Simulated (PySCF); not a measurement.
1-ethynyl-1-methylcyclopropane (C6H8), SMILES C#CC1(CC1)C.

Geometry: ωB97X-D3(BJ)/def2-SVP.

These are PBE0/def2-TZVP in PySCF values and carry that method's errors.

Symmetry labels are those of the subgroup Cs that the program uses (full group Cs).

Computed valence orbital energies around the gap with their symmetry:
```json
[
 {"orbital": "HOMO−7", "symmetry": "A\"", "energy (eV)": "-11.80"},
 {"orbital": "HOMO−6", "symmetry": "A'", "energy (eV)": "-11.22"},
 {"orbital": "HOMO−5", "symmetry": "A'", "energy (eV)": "-10.81"},
 {"orbital": "HOMO−4", "symmetry": "A\"", "energy (eV)": "-10.48"},
 {"orbital": "HOMO−3", "symmetry": "A\"", "energy (eV)": "-9.14"},
 {"orbital": "HOMO−2", "symmetry": "A'", "energy (eV)": "-9.02"},
 {"orbital": "HOMO−1", "symmetry": "A'", "energy (eV)": "-7.64"},
 {"orbital": "HOMO", "symmetry": "A\"", "energy (eV)": "-7.12"},
 {"orbital": "LUMO", "symmetry": "A'", "energy (eV)": "1.14"},
 {"orbital": "LUMO+1", "symmetry": "A\"", "energy (eV)": "1.20"},
 {"orbital": "LUMO+2", "symmetry": "A'", "energy (eV)": "1.41"},
 {"orbital": "LUMO+3", "symmetry": "A'", "energy (eV)": "1.97"}
]
```
